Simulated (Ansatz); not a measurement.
The cluster Sc₃N₃. Total charge 0; singlet. Geometry PBE-D4/def2-SVP; atoms count from 1.

```xyz
6

Sc    0.037   -0.404    0.318
Sc    0.340   -2.841    2.301
Sc   -0.166    1.341   -1.091
N     0.503   -4.120    3.350
N    -0.897    2.839   -2.576
N     0.183    3.185   -2.301
```

The restricted singlet is unstable towards broken spin symmetry at other levels; at PBE0-D4/def2-TZVP this wasn't settled. Another isomer (singlet) lies 9.18 eV lower at PBE0-D4/def2-TZVP; other spin states weren't run for this one.

(1) Estimate the Mulliken populations from the PBE0/def2-TZVP orbitals of Ansatz.

(2) And the Mayer bond orders between heavy atoms (over 0.3)?

Answers

(1) 
```csv
atom,charge (e),d electrons
Sc1,-0.21,1.65
Sc2,0.66,1.97
Sc3,0.37,1.85
N4,-0.58,–
N5,-0.12,–
N6,-0.12,–
```
Mulliken values depend strongly on the basis.

(2) Sc1–Sc2 0.41 (3.16 Å); Sc1–Sc3 1.95 (2.25 Å); Sc2–N4 2.67 (1.66 Å); Sc3–N5 0.58 (2.23 Å); Sc3–N6 0.58 (2.23 Å); N5–N6 2.10 (1.17 Å).
